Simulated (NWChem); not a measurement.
Species: CH6F2N2Si; SMILES N[SiH](N)C(F)F

```xyz
12

N     -1.3992    -1.2101     0.7748
Si    -0.2038    -0.7710    -0.3922
N      1.3249    -1.5441    -0.1920
C      0.2935     1.0862    -0.3757
F     -0.8356     1.8762    -0.3297
F      1.0287     1.3402     0.7766
H     -1.2360    -1.0551     1.7632
H     -2.3789    -1.0853     0.5459
H     -0.8349    -1.0622    -1.7050
H      2.0334    -1.0776     0.3618
H      1.3910    -2.5507    -0.1024
H      0.9006     1.4398    -1.2200
```
Atoms are numbered in this order, from 1.

All runs: NWChem. Medium grid unless said otherwise, to which SCAN and Minnesota functionals are sensitive. Coordinates come from a B3LYP/6-31G* (spherical d) optimisation. Hybrids' shares of exact exchange are those that their runs print; pure functionals count as 0. The functionals differ in more than this share.

```csv
row,share of exact exchange,orbital gap (eV)
PBE/def2-TZVP,0.00,5.73
"LDA (Slater exchange, VWN5)/def2-TZVP",0.00,5.68
TPSSh/def2-TZVP,0.10,6.99
B3LYP/def2-TZVP,0.20,withheld
M06-2X/def2-TZVP,0.54,10.14
Hartree-Fock/def2-TZVP,1.00,14.43
```

Question: Fit a straight line of the last column on the one before it, predict the withheld value, and compare with the run.

Answer: 
1. Means of the 5 shown rows: x = 0.328, y = 8.594. Slope Σ(x − x̄)(y − ȳ)/Σ(x − x̄)² = 6.510/0.7637 = 8.525; intercept 5.798.
2. The shown rows scatter about the line by 0.207 (root mean square); the largest residual is +0.34, at TPSSh/def2-TZVP.
3. At x = 0.20 (B3LYP/def2-TZVP; inside the shown range) the line gives 7.50.
4. The run gives 7.52, +0.02 from the line, 0.1 times the scatter.
